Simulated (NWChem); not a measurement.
Species: hydrogen selenide (H2Se); SMILES [SeH2]

Program: NWChem. All runs use the structure optimised with B3LYP/6-31G* (spherical d). Gas phase, vertical.

B3LYP/def2-SVPD, TDA puts singlet state 2 at 5.38 eV with oscillator strength 0.057.

### Question
Give the wavelength, the transition dipole and the radiative lifetime of that state in vacuum.

### Answer

1. λ = 1239.84/5.38 = 230 nm, or 43390 cm⁻¹.
2. f = (2/3) ΔE μ² in atomic units, so μ = √(1.5 f/ΔE) = 0.66 a.u. = 1.67 D.
3. τ = 1.499 s cm⁻² / (f ν²) = 14 ns, for a non-degenerate state that emits at the vertical energy; a higher state like this one mostly decays faster by other paths.
